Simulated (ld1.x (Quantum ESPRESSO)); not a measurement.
## An all-electron radial function and its pseudo partner (ytterbium)

Columns: radius, all-electron u(r) and pseudo u(r) of the 6p shell (level -8.11 eV) of ytterbium in the configuration [Kr] 4d10 4f14 5s2 5p6 5d0 6s0.5 6p0; BLYP, scalar-relativistic, PAW scheme, ld1.x (Quantum ESPRESSO) 7.5.

```csv
r (bohr),all-electron,pseudo
0.197,-0.0729,-0.0673
0.394,0.1465,-0.2472
0.591,0.0214,-0.4817
0.788,-0.1603,-0.6959
0.985,-0.2508,-0.8237
1.182,-0.2508,-0.8278
1.379,-0.1917,-0.7091
1.576,-0.1014,-0.5025
1.773,0.0010,-0.2604
1.970,0.1038,-0.0333
2.167,0.2000,0.1470
2.364,0.2858,0.2736
2.561,0.3594,0.3586
2.758,0.4202,0.4202
2.955,0.4682,0.4682
3.152,0.5043,0.5043
3.349,0.5292,0.5292
3.546,0.5444,0.5444
3.743,0.5508,0.5508
3.940,0.5498,0.5498
4.137,0.5427,0.5427
4.334,0.5305,0.5305
4.531,0.5141,0.5141
4.728,0.4945,0.4945
4.925,0.4725,0.4725
5.122,0.4489,0.4489
```

How many radial nodes do the two functions have?

The all-electron 6p function has n − l − 1 = 4 (the table is too coarse to show those close to the nucleus); the pseudo-wave has 1, since 1 lower shell of the same l stays in the valence.

At about which radius was the pseudo-wave matched?

2.78 bohr, where the columns begin to agree (steps of 0.20 bohr).

Is the pseudo-wave norm-conserving?

No, it belongs to a PAW set: the norm inside the radius is not constrained, and the difference is carried by the augmentation charge.
